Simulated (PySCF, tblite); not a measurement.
Compound: C7H11ClO2.
Cartesian coordinates in Å at the GFN2-xTB level; atoms count from 1:
```xyz
21
C7H11ClO2 angstrom
C     -2.3164   -0.8025   -1.4659
C     -1.3956   -0.8216   -0.5221
C     -0.8910    0.4061    0.1785
C     -1.2194    0.3482    1.6701
C      0.6447    0.5173   -0.0124
O      1.2605   -0.5803    0.6015
C      2.6579   -0.4684    0.7381
C      0.9470    0.5535   -1.4924
O      1.4629   -0.2723   -2.1619
Cl     0.4110    2.0766   -2.2260
H     -2.7706    0.1178   -1.7970
H     -2.6596   -1.7020   -1.9468
H     -0.9419   -1.7463   -0.1964
H     -1.3485    1.2967   -0.2619
H     -0.9009    1.2607    2.1689
H     -0.7143   -0.4983    2.1263
H     -2.2921    0.2333    1.8036
H      0.9941    1.4638    0.4356
H      3.1616   -0.4442   -0.2322
H      2.9256    0.4314    1.3057
H      2.9761   -1.3525    1.2863
```

Method: PBE0/pcSseg-1 in PySCF (dipole) on a GFN2-xTB geometry, gas phase.

Take the most abundant isotopes and a rigid rotor. The values belong to one conformer with, in the numbering `[CH2:1]=[CH:2][C@@H:3]([CH3:4])[C@@H:5]([O:6][CH3:7])[C:8](=[O:9])[Cl:10]`, C1–C2–C3–C4 117°, C2–C3–C5–O6 -64°, C3–C5–O6–C7 -168°, C3–C5–C8–O9 -110°.

(1) Give the principal moments of inertia and the rotational constants in MHz.

(2) Classify the top.

(3) What does the inertial defect say?

(4) Give the other two planar moments, Paa and Pbb, and the rms extents of the mass along the axes.

(5) Which types of transition are allowed, and where do some lines up to J = 4 fall?

(6) Estimate the classical rotational partition function at 50 K, 200 K and 500 K.

Results:

(1) Ia = 441.50, Ib = 486.27, Ic = 686.45 u·Å²; 505379 MHz·u·Å²/I gives A = 1145, B = 1039, C = 736.2 MHz.

(2) An asymmetric top: κ = (2 × 1039 − 1145 − 736.2)/(1145 − 736.2) = 0.48.

(3) Not planar: Δ = Ic − Ia − Ib = -241.32 u·Å². For a rigid frame Δ = −2 Σ m c², so Σ m c² = 120.66 u·Å² lies off the ab plane: 20.06 from hydrogen and 100.60 from heavier atoms. The atom farthest from that plane is 2.29 Å away.

(4) Paa = Σ m a² = (Ib + Ic − Ia)/2 = 365.61 and Pbb = Σ m b² = (Ia + Ic − Ib)/2 = 320.84 u·Å². With the mass M = 162.04 u, the rms extents √(P/M) along a, b and c are 1.50, 1.41, 0.86 Å.

(5) The dipole components are |μa| = 1.60 D, |μb| = 0.89 D, |μc| = 1.90 D. Intensities carry the squares of the components, which stand as 0.71 : 0.22 : 1.00 (a : b : c). Some lines, for components of 0.1 D or more:

| type | branch | J(Ka,Kc) | MHz | lower level (cm⁻¹) |
| --- | --- | --- | --- | --- |
| c | Q | 2(2,1) ← 2(1,1) | 316 | 0.201 |
| b | Q | 3(2,1) ← 3(1,2) | 876 | 0.386 |
| b | Q | 2(1,1) ← 2(0,2) | 932 | 0.170 |
| b | Q | 3(3,1) ← 3(2,2) | 1397 | 0.390 |
| a | Q | 4(2,2) ← 4(2,3) | 1555 | 0.620 |
| b | Q | 4(2,3) ← 4(1,4) | 2457 | 0.538 |
| b | R | 2(1,2) ← 1(0,1) | 3353 | 0.059 |
| b | R | 3(1,3) ← 2(0,2) | 4783 | 0.170 |
| b | R | 3(3,0) ← 2(2,1) | 6858 | 0.212 |
| c | R | 4(1,3) ← 3(0,3) | 8679 | 0.330 |

(6) Point group C1, symmetry number σ = 1; q = (√π/σ)·√((kT/h)³/(ABC)), k/h = 20836.6 MHz/K: 63700 at 50 K, 510000 at 200 K, 2010000 at 500 K.

Its GFN2-xTB frequencies are all real (lowest 36 cm⁻¹). These are rigid-rotor constants of the computed structure; measured ground-state constants (B0) also hold zero-point vibration. A rigid rotor knows nothing of internal rotation, which can split or shift real lines. Quadrupole hyperfine structure (35Cl) is left out.

The run took about 2.6 min of CPU time (one thread, shared machine). This is the PBE0/pcSseg-1 job that gave the dipole, with the shieldings it also computed.
